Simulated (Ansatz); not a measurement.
`C=CC(=C)CF` + H₂Te → `C=CC(=C)[TeH]` + fluoromethane  (substitution at a C–C bond)

Program: Ansatz. Geometries: PBE0-D4/def2-TZVP. ΔE: electronic, gas phase. CCSD(T)/CBS adds triple-zeta CCSD(T) − MP2 to the extrapolated MP2 energy (def2 sets, frozen cores). This one scheme is used for every species. DFT in def2-TZVPP. Elements past krypton have def2 core potentials. For Te outer-core shells are correlated without core-valence functions, which leaves a few kJ/mol of doubt a bond. Each species was taken in one conformer, which may not be the lowest.

`C=CC(=C)CF`:

```xyz
13

C     1.524    1.256    0.360
C     0.249    0.966    0.615
C    -0.500   -0.158    0.068
C    -1.778   -0.358    0.392
C     0.222   -1.074   -0.868
F    -0.588   -2.092   -1.317
H     2.001    2.116    0.813
H     2.139    0.659   -0.304
H    -0.311    1.607    1.291
H    -2.286    0.316    1.072
H    -2.340   -1.190   -0.011
H     1.086   -1.528   -0.368
H     0.583   -0.521   -1.742
```

H₂Te:

```xyz
3

Te    0.168    0.548   -0.526
H    -0.606    0.534    0.938
H     0.438   -1.082   -0.412
```

`C=CC(=C)[TeH]`:

Z-matrix (Å, degrees):
```
C
C 1 1.330
H 1 1.084 2 121.7
H 1 1.083 2 120.8 3 -179.1
C 2 1.455 1 127.2 3 -1.2
H 2 1.090 1 118.9 3 179.2
Te 5 2.116 2 120.8 1 -1.9
C 5 1.335 2 121.5 1 174.4
H 7 1.660 5 94.3 2 -52.3
H 8 1.082 5 122.7 2 178.1
H 8 1.087 5 120.1 2 -2.0
```

`CF`:

```xyz
5

C    -0.028    0.054    0.005
F     0.605   -1.163   -0.110
H    -0.890   -0.053    0.668
H    -0.359    0.380   -0.984
H     0.672    0.782    0.421
```

CCSD(T)/CBS gives +5.6 kJ/mol.

Task: Another level gave +9.7 kJ/mol. Which?
A. PBE-D4/def2-TZVPP
B. SCS-MP2/def2-TZVPP
C. ωB97X-V/def2-TZVPP
D. PBE0-D4/def2-TZVPP

Result: A. PBE-D4 9.7, PBE0-D4 14.7, ωB97X-V 19.4, SCS-MP2/def2-TZVPP 3.3 kJ/mol.

Largest T1 diagnostic among the species: 0.012.

In def2-TZVPP, CCSD(T) changes the Hartree–Fock value by −17.2 kJ/mol (the triples alone add −4.5 kJ/mol) and MP2 by −28.4 kJ/mol. The D4 term adds −6.7 kJ/mol with B3LYP and −3.4 kJ/mol with PBE0; it sums over pairs of atoms, weighted by their polarisabilities, and B3LYP, whose exchange is more repulsive, gets the larger term. From PBE to PBE0 (25 % exact exchange), in def2-TZVPP and without D4, ΔE moves by +4.7 kJ/mol.

B3LYP here is the variant with VWN-RPA as its local correlation; programs differ in this.
